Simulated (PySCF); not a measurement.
**Tin: a sound run and one with changed settings**

Sound run: Sn [Kr] 4d10 5s2 5p2, Sn⁺ [Kr] 4d10 5s2 5p1. Computed with PySCF 2.14 in cc-pVDZ-PP with ECP28MDF (4s3p2d, 23 functions), with a scalar-relativistic core potential. In the sound run the correlated levels freeze 4s2 4p6 4d10 outside the core potential. The sound run starts from symmetry-adapted Hartree-Fock orbitals and uses a fine grid where one is needed.

Changed run: initial guess 1e, at most 50 SCF cycles.

```tsv
species	method	sound run (hartree)	changed run (hartree)	converged
Sn	UHF	-213.33481	-213.33481	yes
Sn	PBE	-214.24247	-214.24247	yes
Sn	CCSD(T)	-213.38384	-213.38384	yes
Sn⁺	PBE0	-213.98435	-213.98435	yes
Sn⁺	MP2	-213.10933	-213.10933	yes
```

Here the plain start reaches the same solutions.
